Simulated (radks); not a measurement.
Excited configurations of La+: one electron is placed in a higher orbital outside [Xe] 5d1. The ground configuration is [Xe] 5d2. All-electron calculation, Dirac Kohn-Sham, LDA (Slater exchange, Perdew-Wang correlation), spin-unpolarised, spherical densities, finite nucleus; open shells fill j = l - 1/2 first; Fermi nuclear charge, rms radius 4.855 fm. Program: a radial shooting solver on a logarithmic mesh with Libxc functionals. Excitation = E - E(ground); binding = E(ion) - E, where the ion is the core of charge +2; n* = 2/sqrt(2 binding) in atomic units, and the quantum defect is n - n*.

outer orbital  excitation (eV)  binding (eV)     n*  <r> (bohr)
4f5/2                    0.811        10.268  2.302       1.470
5f5/2                    7.483         3.596  3.890       8.334
6s1/2                   -0.046        11.125  2.212       4.012
6p1/2                    2.795         8.285  2.563       4.821
6d3/2                    6.319         4.760  3.381       7.502
6f5/2                    8.648         2.432  4.731       14.39
7s1/2                    5.832         5.248  3.220       8.143
7p1/2                    6.761         4.318  3.550       9.469
7d3/2                    8.167         2.912  4.323       13.26
7f5/2                    9.352         1.727  5.613       21.86

The Delta-SCF ionisation energy is 11.080 eV (NIST Atomic Spectra Database: 11.185 eV, measured). Self-interaction in the functional shifts the binding energies and quantum defects, so they are the method's values and not measured ones. Spin polarisation and multiplet splitting are left out, so open shells lie too high by an amount that depends on their filling. A negative excitation energy means that this level of theory puts the configuration below the NIST ground configuration.

Beside tabulated values, note that spin-unpolarised runs miss the spin-polarisation part of the exchange energy of open shells.
